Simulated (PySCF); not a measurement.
Harmonic spectrum computed at PBE0 in the def2-SVP basis family (core potentials from Rb on, PySCF, no spin–orbit coupling):

```csv
ω (cm⁻¹),IR (km/mol)
65,1.2
111,0.5
358,0.0
396,18.2
```

Task: Which molecule gave it? In each, all ligands are bound to the one heavy central atom.
A. IrCl₂ (quartet)
B. AuCl₂ (doublet)
C. PdCl₂ (triplet)
D. RuCl₂ (quintet)

Result: B. It has D∞h symmetry with Au–Cl 2.235 Å (×2).
